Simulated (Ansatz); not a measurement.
Process, species as SMILES: [I][Cd][I] → [Cd][I] as doublet, charge 0 + I atom (the Cd-I bond at the site shown breaks; other sites are not compared here)
Each molecule is optimised on its own at B3LYP-D3(BJ)/def2-TZVP (Ansatz, an electronic-structure program). [Cd][I] as doublet, charge 0: The spin state was set by rule; other spins were not relaxed. A spin state is the lowest found, not a proven ground state.
Geometry of the first species:
```xyz
3

Cd     0.0000     0.0000     0.0000
I      0.0000     0.0000    -2.6122
I      0.0000     0.0000     2.6122
```

Wanted: bond dissociation energy (electronic energy difference), in kcal/mol. Cores are frozen in the correlated levels unless marked. UHF or UKS for open shells. No spin-orbit coupling. Frozen are the shells of the preceding noble gas and the d and f shells that filled before the atom's block. In def2 rows, elements after Kr have scalar-relativistic effective core potentials. STO-3G rows are all-electron and non-relativistic. CBS(X,Y): correlation extrapolated as X^-3; Hartree-Fock from the larger set. [CCSD(T)-MP2]/basis is that difference in the basis named.

```tsv
level	program	bond dissociation energy (kcal/mol)	minus last row
HF/def2-SVP	Ansatz	51.3	-23.5
HF/def2-QZVPPD	Ansatz	51.6	-23.2
SVWN5/def2-TZVPD	Ansatz	82.6	7.8
PBE-D3(BJ)/def2-TZVPD	Ansatz + dftd3	70.9	-3.9
PBE-D4/def2-TZVPD	Ansatz + dftd4	70.8	-4.0
revPBE/def2-TZVPD	Ansatz	64.9	-9.9
r2SCAN-D3(BJ)/def2-TZVPD	Ansatz + dftd3	71.2	-3.6
PBE0/STO-3G	Ansatz	130.1	55.3
HSE06-D3(BJ)/def2-TZVPD	Ansatz + dftd3	72.0	-2.8
HSE06-D4/def2-TZVPD	Ansatz + dftd4	71.6	-3.2
LC-wPBE-D4/def2-TZVPD	Ansatz + dftd4	72.4	-2.4
wB97M-V/def2-TZVPD	Ansatz	72.0	-2.8
B2GP-PLYP-D4/def2-TZVPD	Ansatz + dftd4	69.7	-5.1
MP2/STO-3G	Ansatz	113.6	38.8
MP2/def2-SVP	Ansatz	69.8	-5.0
MP2/def2-TZVPP	Ansatz	71.3	-3.5
RI-MP2/CBS(def2-TZVPPD,def2-QZVPPD)	Ansatz	78.4	3.6
SCS-MP2/def2-SVPD	Ansatz	68.4	-6.4
CCSD(T)/def2-SVPD	Ansatz	67.8	-7.0
RI-MP2/CBS(def2-TZVPPD,def2-QZVPPD)+[CCSD(T)-MP2]/def2-SVPD	Ansatz	75.4	0.6
RI-MP2/CBS(def2-TZVPPD,def2-QZVPPD)+[CCSD(T)-MP2]/def2-TZVPPD	Ansatz	74.8	0.0
```
